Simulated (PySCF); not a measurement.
SnNH7, singlet: at the start structure of a reaction step.

run.py

```python
import json, numpy as np
from pyscf import gto, scf, dft, mp, cc
EV, BOHR = 27.211386245988, 0.529177210903
mol = gto.M(atom="""
Sn -1.361510 -1.248250 0.019453
H 0.213801 -1.328907 0.659582
H -1.559424 -2.516491 -1.107048
H -2.479282 -1.476127 1.290439
H -1.656984 0.241066 -0.739877
H 1.951018 0.780885 0.408772
N 1.450521 1.501538 -0.096886
H 1.446807 2.328308 0.487612
H 1.996080 1.721978 -0.921020
""", basis="def2-tzvpp", ecp={"Sn": "def2-svp"}, charge=0, spin=0, max_memory=8670, verbose=0)
def mean_field(mol, dm=None):
    mf = scf.RHF(mol).density_fit()
    mf.conv_tol = 1e-9
    mf.kernel(dm0=dm)
    if not mf.converged: mf = mf.newton().run(mf.mo_coeff, mf.mo_occ)
    assert mf.converged
    return mf
def d4(mol):
    return 0.0, np.zeros((9, 3))
def energy_and_gradient(mol, dm=None):
    mf = mean_field(mol, dm); e, g = d4(mol)
    return mf, (mf.e_tot + e) * EV, (mf.nuc_grad_method().kernel()[:9] + g) * EV / BOHR
out = {}
mf = mean_field(mol); frozen = 5
print(f"Hartree-Fock energy {mf.e_tot * EV:.6f} eV")
m2 = mp.MP2(mf, frozen=frozen or None).run()
out.update(reference=mf.e_tot * EV, same_spin=m2.e_corr_ss * EV, opposite_spin=m2.e_corr_os * EV, energy=m2.e_tot * EV, converged=True, frozen=frozen)
print(f"MP2 correlation {m2.e_corr * EV:.6f} eV")
c = cc.CCSD(mf, frozen=frozen or None); c.conv_tol = 1e-7; c.max_cycle = 80; eris = c.ao2mo(); c.kernel(eris=eris); t = c.ccsd_t(eris=eris)
t1 = c.t1 if isinstance(c.t1, tuple) else (c.t1, c.t1); t2 = c.t2 if isinstance(c.t2, tuple) else (c.t2,)
T1 = np.sqrt(sum((a**2).sum() for a in t1) / 2 / (mol.nelectron - 2 * frozen))
print(f"CCSD correlation {c.e_corr * EV:.6f} eV, (T) {t * EV:.6f} eV, T1 diagnostic {T1:.4f}")
out.update(ccsd=c.e_corr * EV, triples=t * EV, t1=T1, largest_double=max(abs(a).max() for a in t2 if a.size), energy=(c.e_tot + t) * EV, converged=bool(c.converged))
out['triplet_stable'] = bool(mf.stability(internal=False, external=True, return_status=True)[3])
out['s2'] = mf.spin_square()[0]; out['nelec'] = mol.nelec
print(f"Total energy {out['energy']:.6f} eV, <S^2> {out['s2']:.4f}")
json.dump(out, open("out.json", "w"), default=float)
```

Command:

```bash
OMP_NUM_THREADS=4 python run.py
```

It printed (PySCF 2.14):

```
Hartree-Fock energy -7397.819211 eV
MP2 correlation -15.939230 eV
CCSD correlation -16.796789 eV, (T) -0.445157 eV, T1 diagnostic 0.0118
Total energy -7415.061156 eV, <S^2> 0.0000
```

The run took 4.2 min on 4 CPU threads of an Arm Neoverse V2 (shared host), with 2.1 GiB of host memory at its peak.
